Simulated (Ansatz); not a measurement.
CH6GeSe, SMILES `C[Se][GeH3]`, 9 atoms. Total charge 0; spin multiplicity 1. Correlated methods include outer-core shells of Ge, Se, which these sets cover unevenly. Scalar relativity is left out up to krypton. All runs use 4 threads of an Arm Neoverse V1 on a shared host. Correlated methods freeze the cores.

**Question.** How many basis functions does each run have, and how long does it take in Ansatz? RHF-CCSD(T)/def2-TZVPP energy; RKS PBE-QIDH (frozen core)/def2-TZVPP energy; RHF-MP2/def2-QZVPP energy; RKS PBE0-D4/def2-QZVPP energy; RKS ωB97M-V/def2-QZVPP energy; RKS r2SCAN0-D4/def2-TZVPP energy; direct RPA on PBE orbitals/def2-TZVPP energy; RKS PBE-D4/def2-TZVPP energy and forces; RHF-CCSD(T)/def2-SVP energy; RKS PBE0-D4/def2-TZVP frequencies; RKS r2SCAN-D4/def2-TZVPP energy and forces; RKS ωB97M-V/def2-SVP energy. (Estimate.)

**Answer.** The calculation gave: Other jobs shared the machine, so times are rough.

```
                                level                job  functions  wall time  peak host memory (GiB)
                RKS PBE-D4/def2-TZVPP  energy and forces        211      2.2 s                    0.27
direct RPA on PBE orbitals/def2-TZVPP             energy        211      3.8 s                    0.44
             RKS r2SCAN-D4/def2-TZVPP  energy and forces        211      4.5 s                    0.29
                 RKS ωB97M-V/def2-SVP             energy        108      4.9 s                    0.36
            RKS r2SCAN0-D4/def2-TZVPP             energy        211      4.9 s                    0.66
RKS PBE-QIDH (frozen core)/def2-TZVPP             energy        211      4.9 s                    0.52
                 RHF-CCSD(T)/def2-SVP             energy        108      6.5 s                    0.49
               RKS PBE0-D4/def2-QZVPP             energy        415      8.5 s                     1.6
               RKS ωB97M-V/def2-QZVPP             energy        415       19 s                     1.9
                   RHF-MP2/def2-QZVPP             energy        415       20 s                     2.2
                RKS PBE0-D4/def2-TZVP        frequencies        163      110 s                    0.46
               RHF-CCSD(T)/def2-TZVPP             energy        211      120 s                       3
```
